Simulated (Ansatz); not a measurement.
Abridged output of a molecular run in Ansatz:

```
Functional definition: HF
896 factors; integrals over basis functions are off by at most 1.2e-3 eV
mean field evaluation 1: about -33676.0399 eV, gradient 3.5e1 eV
mean field evaluation 2: about -33676.0421 eV, gradient 3.5e1 eV
mean field evaluation 4: about -33678.7339 eV, gradient 2.4e0 eV
mean field evaluation 8: about -33678.7645 eV, gradient 8.5e-5 eV
mean field -33678.76452940 eV, -1237.6717681690 hartree, gradient 1.2e-6 eV, S^2 0.000000; 0 other end points of the search recorded, 0 dependent functions left out
17 core orbitals not correlated: weight in the atoms' cores, before any rotation towards them, 1.000 or more for the frozen orbitals, at most 0.000 for the correlated occupied ones
reference -33678.76452940 eV, -1237.6717681690 hartree; 16, 16 occupied and 64, 64 virtual orbitals, 896 factors
second order -18.79588727 eV of doubles, -0.00000000 eV of singles
cycle   1  -19.42212528 eV  change   -6.3e-1 eV  update   1.0e-1
cycle   2  -19.86567023 eV  change   -4.4e-1 eV  update   2.9e-2
cycle   3  -19.97752330 eV  change   -1.1e-1 eV  update   1.5e-2
cycle   4  -19.97219736 eV  change    5.3e-3 eV  update   3.2e-3
cycle   5  -19.97019798 eV  change    2.0e-3 eV  update   1.2e-3
cycle   6  -19.97025845 eV  change   -6.0e-5 eV  update   3.2e-4
cycle   7  -19.97011124 eV  change    1.5e-4 eV  update   9.3e-5
cycle   8  -19.97006320 eV  change    4.8e-5 eV  update   2.7e-5
cycle   9  -19.97007538 eV  change   -1.2e-5 eV  update   8.6e-6
perturbative correction -0.37438776 eV, -0.0137584965 hartree
Total energy: -33699.10899255 eV, -1238.4194133996 hartree
```

Its atoms:

Cartesian coordinates in Å:
```
F 0.115 0.021 -2.253
Si 0.292 -0.663 -0.834
F 1.805 -1.127 -0.747
Si -0.250 0.805 0.893
Cl -0.868 -2.333 -0.804
H -1.672 1.200 0.739
H 0.627 2.000 0.821
H -0.051 0.098 2.183
```

Which basis set was used?
A. def2-QZVPP
B. def2-SVP
C. def2-TZVPP
D. cc-pV(T+d)Z

B. It gives 97 functions.

Write the keys of the input that set method, charge and spin (a neutral closed shell needs none for the last two).


```yaml
correlation: {method: ccsd_t}
```
